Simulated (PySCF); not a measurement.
Rows and methods have been separated. Pair them.

Species: C₂H₆BNS₂.
SMILES: `S1CCSB1N`

The closed-shell ground state was solved 7 times with PySCF (density fitting, gas phase), always in the pcSseg-1 basis (146 functions), with these functionals: B3LYP, BHandHLYP, CAM-B3LYP, HF, LC-wPBE, OPBE and mPW1PW91. Geometry: PBE0-D3(BJ)/def2-SVP, one conformer, isolated molecule.

| row | total energy (Eh) | HOMO (eV) | LUMO (eV) | dipole (D) |
| --- | --- | --- | --- | --- |
| P | -955.7440 | -5.46 | -0.53 | 0.34 |
| Q | -953.4501 | -9.39 | 3.68 | 0.11 |
| R | -955.8685 | -6.68 | 0.27 | 0.27 |
| S | -955.7568 | -7.69 | 1.26 | 0.24 |
| T | -955.9061 | -6.38 | 0.06 | 0.33 |
| U | -955.7987 | -7.92 | 1.37 | 0.31 |
| V | -955.5350 | -9.34 | 2.58 | 0.28 |

Question: Which functional belongs to which row?

Answer: P = OPBE, Q = HF, R = mPW1PW91, S = BHandHLYP, T = B3LYP, U = CAM-B3LYP, V = LC-wPBE. By rising HOMO–LUMO gap: OPBE (GGA) 4.93 eV; B3LYP (global hybrid, 20 % exact exchange) 6.44 eV; mPW1PW91 (global hybrid, 25 % exact exchange) 6.95 eV; BHandHLYP (global hybrid, 50 % exact exchange) 8.95 eV; CAM-B3LYP (range-separated hybrid) 9.29 eV; LC-wPBE (range-separated hybrid) 11.92 eV; HF (all exact exchange) 13.07 eV. Total energies of different functionals aren't bounds to one another; each is stationary for its own functional.

Conformer computed: `[NH2:1][B:2]1[S:3][CH2:4][CH2:5][S:6]1`: H–N1–B2–S3 -173°, H–N1–B2–S3 6°.
